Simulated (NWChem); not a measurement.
System: BeSiH₄SO; SMILES [SiH3][O][Be][SH]

The following NWChem deck was run.

```
start job
memory heap 200 mb stack 900 mb global 1100 mb
geometry units angstroms noautoz
  Be    -0.039560    -0.767721     0.058224
  S     -0.067630    -2.672916     0.094928
  H      1.259853    -2.760378    -0.153091
  O     -0.036403     0.646137     0.034017
  Si    -0.010074     2.297601    -0.001092
  H     -0.905086     2.798989    -1.086135
  H      1.381605     2.774751    -0.258529
  H     -0.477309     2.842977     1.308090
end
basis spherical
  * library def2-svpd
end
dft
  xc b3lyp
  iterations 150
end
tddft
  cis
  nroots 6
  notriplet
end
task tddft energy
```

Excerpt of the output:

```
             Northwest Computational Chemistry Package (NWChem) 7.3.0
             --------------------------------------------------------

 C1  symmetry detected

                             Geometry "geometry" -> ""
                             -------------------------

 Output coordinates in angstroms (scale by  1.889725989 to convert to a.u.)

  No.       Tag          Charge          X              Y              Z
 ---- ---------------- ---------- -------------- -------------- --------------
    1 Be                   4.0000    -0.02920211    -0.70616276     0.00083627
    2 S                   16.0000    -0.05198120    -2.61178153    -0.00031487
    3 H                    1.0000     1.29897834    -2.69104218     0.00014683
    4 O                    8.0000    -0.03022693     0.70790549     0.00139872
    5 Si                  14.0000    -0.00790961     2.35980066    -0.00046971
    6 H                    1.0000    -0.68982629     2.87768284    -1.22380221
    7 H                    1.0000     1.40444289     2.84541228     0.01210642
    8 H                    1.0000    -0.71253740     2.88064936     1.20862803

 Effective nuclear repulsion energy (a.u.)     156.1343587980

                                 NWChem DFT Module
                                 -----------------

 Summary of "ao basis" -> "ao basis" (spherical)
 ------------------------------------------------------------------------------
       Tag                 Description            Shells   Functions and Types
 ---------------- ------------------------------  ------  ---------------------
 Be                        def2-svpd                 6       12   3s3p
 S                         def2-svpd                11       27   5s4p2d
 H                         def2-svpd                 4        8   2s2p
 O                         def2-svpd                 9       23   4s3p2d
 Si                        def2-svpd                10       24   5s3p2d

            General Information
            -------------------
          SCF calculation type: DFT
          Wavefunction type:  closed shell.
          No. of atoms     :     8
          No. of electrons :    46
           Alpha electrons :    23
            Beta electrons :    23
          Charge           :     0
          Spin multiplicity:     1
          Use of symmetry is: off; symmetry adaption is: off
          Maximum number of iterations: 150
          AO basis - number of functions:   118
                     number of shells:    52
          Convergence on energy requested:  1.00D-06
          Convergence on density requested:  1.00D-05
          Convergence on gradient requested:  5.00D-04

              XC Information
              --------------
                         B3LYP Method XC Potential
                     Hartree-Fock (Exact) Exchange  0.200
                        Slater Exchange Functional  0.800 local
                    Becke 1988 Exchange Functional  0.720 non-local
              Lee-Yang-Parr Correlation Functional  0.810
                  VWN I RPA Correlation Functional  0.190 local

             Grid Information
             ----------------
          Grid used for XC integration:  medium
          Radial quadrature: Mura-Knowles
          Angular quadrature: Lebedev.
          Tag              B.-S. Rad. Rad. Pts. Rad. Cut. Ang. Pts.
          ---              ---------- --------- --------- ---------
          Be                  1.05       49          13.0       434
          S                   1.00       88          15.0       590
          H                   0.35       45          16.0       434
          O                   0.60       49          13.0       434
          Si                  1.10       88          15.0       590
          Grid pruning is: on
          Number of quadrature shells:   454
          Spatial weights used:  Erf1

      Superposition of Atomic Density Guess
      -------------------------------------

 Sum of atomic energies:        -777.33568930

      Non-variational initial energy
      ------------------------------

 Total energy =    -778.436061
 1-e energy   =   -1383.611620
 2-e energy   =     449.041201
 HOMO         =      -0.346101
 LUMO         =      -0.031327

   convergence    iter        energy       DeltaE   RMS-Dens  Diis-err
 ---------------- ----- ----------------- --------- --------- ---------
 d= 0,ls=0.0,diis     1   -779.8762702451 -9.36D+02  1.46D-02  7.93D-01
 d= 0,ls=0.0,diis     2   -779.7346394005  1.42D-01  7.33D-03  2.39D+00
 d= 0,ls=0.0,diis     3   -779.9702399229 -2.36D-01  1.76D-03  3.37D-02
 d= 0,ls=0.0,diis     4   -779.9733592450 -3.12D-03  7.98D-04  4.13D-03
 d= 0,ls=0.0,diis     5   -779.9740890475 -7.30D-04  1.95D-04  1.64D-04
  Resetting Diis
 d= 0,ls=0.0,diis     6   -779.9741146970 -2.56D-05  3.34D-05  9.66D-06
 d= 0,ls=0.0,diis     7   -779.9741161138 -1.42D-06  1.17D-05  2.22D-07
 d= 0,ls=0.0,diis     8   -779.9741161075  6.31D-09  4.52D-06  3.11D-07

         Total DFT energy =     -779.974116107460
      One electron energy =    -1387.187952910538
           Coulomb energy =      510.731250087149
    Exchange-Corr. energy =      -59.651772082081
 Nuclear repulsion energy =      156.134358798010

 Numeric. integr. density =       45.999986747993

                       DFT Final Molecular Orbital Analysis
                       ------------------------------------

 Vector   21  Occ=2.000000D+00  E=-3.259950D-01
              MO Center= -3.4D-01,  1.9D+00, -9.1D-03, r^2= 3.3D+00
   Bfn.  Coefficient  Atom+Function         Bfn.  Coefficient  Atom+Function
  ----- ------------  ---------------      ----- ------------  ---------------
    54      0.369401  4 O  pz                95      0.283699  6 H  s
   111     -0.280773  8 H  s                 57      0.272843  4 O  pz
    84     -0.233548  5 Si pz                81     -0.202869  5 Si pz
     6     -0.124496  1 Be pz                78      0.112791  5 Si pz
    96      0.090371  6 H  s                112     -0.089341  8 H  s

 Vector   22  Occ=2.000000D+00  E=-3.239555D-01
              MO Center=  2.6D-01,  1.6D+00,  7.9D-03, r^2= 4.5D+00
   Bfn.  Coefficient  Atom+Function         Bfn.  Coefficient  Atom+Function
  ----- ------------  ---------------      ----- ------------  ---------------
    52      0.374867  4 O  px               103     -0.309987  7 H  s
    55      0.279929  4 O  px                82     -0.202410  5 Si px
    79     -0.188451  5 Si px               111      0.157979  8 H  s
    95      0.153309  6 H  s                 25     -0.122620  2 S  py
   104     -0.112477  7 H  s                 22     -0.106362  2 S  py

[...]

                                NWChem TDDFT Module
                                -------------------

            General Information
            -------------------
           No. of orbitals :     236
            Alpha orbitals :     118
             Beta orbitals :     118
        Alpha frozen cores :       0
         Beta frozen cores :       0
     Alpha frozen virtuals :       0
      Beta frozen virtuals :       0
         Spin multiplicity :       1
    Number of AO functions :     118
        Use of symmetry is : off
      Symmetry adaption is : off
         Schwarz screening :  0.10D-07

              XC Information
              --------------
                  B3LYP Method XC Potential
              Hartree-Fock (Exact) Exchange   0.20
                 Slater Exchange Functional   0.80 local
             Becke 1988 Exchange Functional   0.72 non-local
       Lee-Yang-Parr Correlation Functional   0.81
           VWN I RPA Correlation Functional   0.19 local

             TDDFT Information
             -----------------
          Calculation type : Tamm-Dancoff TDDFT
         Wavefunction type : Restricted singlets
          No. of electrons :      46
           Alpha electrons :      23
            Beta electrons :      23
              No. of roots :       6
          Max subspacesize :    5200
            Max iterations :     100
               Target root :       1
           Target symmetry : none
      Symmetry restriction : off
                 Algorithm : Optimal
        Davidson threshold :  0.10D-03

    6 smallest eigenvalue differences (eV)
--------------------------------------------------------
  No. Spin  Occ  Vir  Irrep   E(Occ)    E(Vir)   E(Diff)
--------------------------------------------------------
    1    1   23   24 a        -0.270    -0.030     6.536
    2    1   23   25 a        -0.270    -0.009     7.093
    3    1   23   26 a        -0.270     0.004     7.463
    4    1   23   27 a        -0.270     0.012     7.690
    5    1   23   28 a        -0.270     0.019     7.867
    6    1   22   24 a        -0.324    -0.030     8.001
--------------------------------------------------------

  Entering Davidson iterations
  Restricted singlet excited states

  Iter   NTrls   NConv    DeltaV     DeltaE      Time
  ----  ------  ------  ---------  ---------  ---------
    1      6       0     0.10E+00   0.10+100       21.0
    2     12       0     0.25E-01   0.11E-01       26.5
    3     18       0     0.24E-01   0.22E-02       29.5
    4     24       0     0.21E-01   0.28E-02       19.8
    5     30       3     0.87E-02   0.35E-02       23.5
    6     33       3     0.28E-02   0.26E-03       21.3
    7     36       3     0.93E-03   0.40E-04       22.9
    8     39       4     0.39E-03   0.35E-05       19.9
    9     41       5     0.12E-03   0.37E-06       19.5
   10     42       6     0.66E-04   0.33E-07       18.8
  ----  ------  ------  ---------  ---------  ---------
  Convergence criterion met

  Ground state a        -779.974116107460 a.u.

  ----------------------------------------------------------------------------
  Root   1 singlet a              0.204516809 a.u.                5.5652 eV
  ----------------------------------------------------------------------------
     Transition Moments    X -0.00031   Y -0.00014   Z  0.56233
     Dipole Oscillator Strength                    0.0431145367
     Electric Quadrupole                           0.0000003054
     Magnetic Dipole                               0.0000009736
     Total Oscillator Strength                     0.0431158157

     Occ.   23  a   ---  Virt.   24  a       -0.95913
     Occ.   23  a   ---  Virt.   25  a        0.25125
     Occ.   23  a   ---  Virt.   26  a       -0.10682
  ----------------------------------------------------------------------------
  Root   2 singlet a              0.217408833 a.u.                5.9160 eV
  ----------------------------------------------------------------------------
     Transition Moments    X -0.00017   Y -0.00005   Z -0.24385
     Dipole Oscillator Strength                    0.0086183653
     Electric Quadrupole                           0.0000001156
     Magnetic Dipole                               0.0000001523
     Total Oscillator Strength                     0.0086186333

     Occ.   23  a   ---  Virt.   24  a        0.23734
     Occ.   23  a   ---  Virt.   25  a        0.94852
     Occ.   23  a   ---  Virt.   26  a        0.13623
     Occ.   23  a   ---  Virt.   29  a        0.12024
  ----------------------------------------------------------------------------
  Root   3 singlet a              0.241745563 a.u.                6.5782 eV
  ----------------------------------------------------------------------------
     Transition Moments    X  0.00005   Y -0.00013   Z  0.21834
     Dipole Oscillator Strength                    0.0076833527
     Electric Quadrupole                           0.0000001735
     Magnetic Dipole                               0.0000005021
     Total Oscillator Strength                     0.0076840283

     Occ.   21  a   ---  Virt.   24  a       -0.09619
     Occ.   23  a   ---  Virt.   24  a        0.13255
     Occ.   23  a   ---  Virt.   25  a        0.07818
     Occ.   23  a   ---  Virt.   26  a       -0.94632
     Occ.   23  a   ---  Virt.   29  a        0.16951
     Occ.   23  a   ---  Virt.   31  a        0.14194
     Occ.   23  a   ---  Virt.   34  a        0.11807
     Occ.   23  a   ---  Virt.   35  a        0.07263
  ----------------------------------------------------------------------------
  Root   4 singlet a              0.255961680 a.u.                6.9651 eV
  ----------------------------------------------------------------------------
     Transition Moments    X -0.12729   Y  0.51186   Z -0.00036
     Dipole Oscillator Strength                    0.0474732106
     Electric Quadrupole                           0.0000002645
     Magnetic Dipole                               0.0000000050
     Total Oscillator Strength                     0.0474734801

     Occ.   20  a   ---  Virt.   24  a        0.23748
     Occ.   20  a   ---  Virt.   25  a        0.17913
     Occ.   20  a   ---  Virt.   29  a        0.07119
     Occ.   20  a   ---  Virt.   34  a        0.06580
     Occ.   20  a   ---  Virt.   41  a        0.05052
     Occ.   22  a   ---  Virt.   24  a       -0.35093
     Occ.   22  a   ---  Virt.   25  a       -0.17767
     Occ.   23  a   ---  Virt.   27  a       -0.84841
     Occ.   23  a   ---  Virt.   30  a       -0.05378
     Occ.   23  a   ---  Virt.   33  a       -0.06835
  ----------------------------------------------------------------------------
  Root   5 singlet a              0.259753730 a.u.                7.0683 eV
  ----------------------------------------------------------------------------
     Transition Moments    X  0.06006   Y -0.28273   Z  0.00031
     Dipole Oscillator Strength                    0.0144672167
     Electric Quadrupole                           0.0000001648
     Magnetic Dipole                               0.0000015480
     Total Oscillator Strength                     0.0144689295

     Occ.   19  a   ---  Virt.   24  a       -0.05244
     Occ.   20  a   ---  Virt.   24  a       -0.17788
     Occ.   20  a   ---  Virt.   25  a       -0.11150
     Occ.   20  a   ---  Virt.   26  a        0.06404
     Occ.   22  a   ---  Virt.   24  a       -0.89366
     Occ.   22  a   ---  Virt.   25  a       -0.09753
     Occ.   22  a   ---  Virt.   26  a        0.18454
     Occ.   23  a   ---  Virt.   27  a        0.31090
  ----------------------------------------------------------------------------
  Root   6 singlet a              0.261793612 a.u.                7.1238 eV
  ----------------------------------------------------------------------------
     Transition Moments    X -0.00012   Y  0.00003   Z -0.15654
     Dipole Oscillator Strength                    0.0042768421
     Electric Quadrupole                           0.0000000188
     Magnetic Dipole                               0.0000024284
     Total Oscillator Strength                     0.0042792893

     Occ.   21  a   ---  Virt.   24  a        0.95566
     Occ.   21  a   ---  Virt.   25  a        0.12077
     Occ.   21  a   ---  Virt.   26  a       -0.21670
     Occ.   23  a   ---  Virt.   26  a       -0.07622
     Occ.   23  a   ---  Virt.   28  a        0.05127
     Occ.   23  a   ---  Virt.   29  a        0.07571

              Target root =      1
          Target symmetry = none
      Ground state energy =   -779.974116107460
        Excitation energy =      0.204516809334
     Excited state energy =   -779.769599298126

  stored tddft:energy   -779.76959929812620
```

Level: B3LYP/def2-SVPD, TDA. All runs use the structure optimised with PBE0/def2-SVP. B3LYP is NWChem's, with the RPA form of VWN correlation.
